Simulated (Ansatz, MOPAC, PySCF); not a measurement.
Reaction (SMILES): [Br][GeH2][Br] -> [Br][GeH-][Br] + H+

Quantity: gas-phase deprotonation energy (enthalpy at 298 K), in kcal/mol. Conventions: 6-31G* and kin with 6d, 5d where marked; LANL2DZ with its own core potentials from Na on; valence correlation only (noble-gas shells and the d and f shells of earlier blocks); no spin-orbit coupling; non-relativistic; dispersion terms only where a functional's name holds one. Ab initio and DFT rows: single points at B3LYP-D3(BJ) geometries (Ansatz, a program for electronic structure), with unscaled harmonic terms from B3LYP/6-31G* (LANL2DZ past Ar) (Ansatz) at its own minima. Semi-empirical rows: MOPAC heats of formation at their own minima for 298 K, the proton's as measured. Anions need diffuse functions, which STO-3G, LANL2DZ, def2-SVP, cc-pVDZ and Pople sets without + lack.

| level | program | gas-phase deprotonation energy (enthalpy at 298 K) (kcal/mol) |
|---|---|---|
| AM1 | MOPAC | 286.5 |
| PM3 | MOPAC | 293.9 |
| BP86/6-31G* with LANL2DZ past Ar (5d) | PySCF | 308.2 |
| B3LYP/6-31G* | Ansatz | 317.4 |
| B3LYP/6-31G** | Ansatz | 318.6 |
| B3LYP/6-31G* with LANL2DZ past Ar | Ansatz | 309.2 |
| MP2/LANL2DZ | Ansatz | 313.9 |
| r2SCAN-D4/def2-TZVPD | Ansatz + dftd4 | 322.5 |
| PBE0/def2-TZVPD | Ansatz | 322.5 |
| wB97M-V/def2-TZVPD | Ansatz | 318.6 |

No value to compare with is used here. The 7 habitual levels span 286.5 (AM1) to 318.6 kcal/mol (B3LYP/6-31G**); wB97M-V/def2-TZVPD gives 318.6.

The levels are drawn from those run, B3LYP/6-31G* more often than the rest, none by its result; left out are runs that failed, that the program found above a lower state of the same kind, or whose <S^2> lies over 0.5 above the pure value.
